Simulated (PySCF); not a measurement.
## The 5-electron isoelectronic series, spin-free X2C

Calculated with PySCF 2.14 from differences of total energies of unrestricted determinants, without spin-orbit coupling. Each ion has its own even-tempered basis scaled to its charge (19s12p6d5f4g for the first); frozen: nothing. Ionisation energies in eV.

| ion | configuration | UHF | MP2 (all electrons) | LDA | PBE | PBE0 | r2SCAN | NIST (with spin-orbit, Breit and QED) |
| --- | --- | --- | --- | --- | --- | --- | --- | --- |
| Rh⁴⁰⁺ | [He] 2s2 2p1 (2P) | 6059.9 | 6059.1 | 6054.7 | 6061.1 | 6061.0 | 6063.0 | 6161 ± 5 (s) |
| Pd⁴¹⁺ | [He] 2s2 2p1 (2P) | 6356.9 | 6356.2 | 6351.5 | 6358.2 | 6358.1 | 6360.1 | 6469 ± 5 (s) |
| Cd⁴³⁺ | [He] 2s2 2p1 (2P) | 6973.3 | 6972.5 | 6967.5 | 6974.5 | 6974.4 | 6976.6 | 7109 ± 5 (s) |
| In⁴⁴⁺ | [He] 2s2 2p1 (2P) | 7292.7 | 7291.9 | 7286.7 | 7293.9 | 7293.8 | 7296.1 | 7442 ± 6 (s) |
| Sn⁴⁵⁺ | [He] 2s2 2p1 (2P) | 7619.6 | 7618.9 | 7613.4 | 7620.9 | 7620.7 | 7623.0 | 7790 ± 4 (t) |
| Sb⁴⁶⁺ | [He] 2s2 2p1 (2P) | 7954.0 | 7953.3 | 7947.7 | 7955.3 | 7955.2 | 7957.6 | 8140 ± 4 (t) |
| Te⁴⁷⁺ | [He] 2s2 2p1 (2P) | 8296.1 | 8295.4 | 8289.5 | 8297.4 | 8297.3 | 8299.7 | 8499 ± 4 (t) |
| I⁴⁸⁺ | [He] 2s2 2p1 (2P) | 8645.7 | 8645.1 | 8639.0 | 8647.1 | 8646.9 | 8649.4 | 8867 ± 4 (t) |
| Xe⁴⁹⁺ | [He] 2s2 2p1 (2P) | 9003.1 | 9002.4 | 8996.1 | 9004.4 | 9004.3 | 9006.8 | 9243 ± 4 (t) |

Problem. Interpolate the row of Ag⁴²⁺.

Solution. configuration [He] 2s2 2p1 (2P); UHF 6661.4; MP2 (all electrons) 6660.6; LDA 6655.8; PBE 6662.6; PBE0 6662.5; r2SCAN 6664.6; NIST (with spin-orbit, Breit and QED) 6785 ± 5 (s).

Each ion has its own basis, which adds noise of up to about 0.1 % along the series.

NIST values marked (s) are semi-empirical, (t) theoretical. Open shells are high-spin determinants of the terms that Hund's rules give.

MP2 underrates the 2s², 2p² near-degeneracy of four-electron ions.

Spin-orbit coupling of the open shells is absent from the calculated values and included in NIST's; it grows fast with Z.
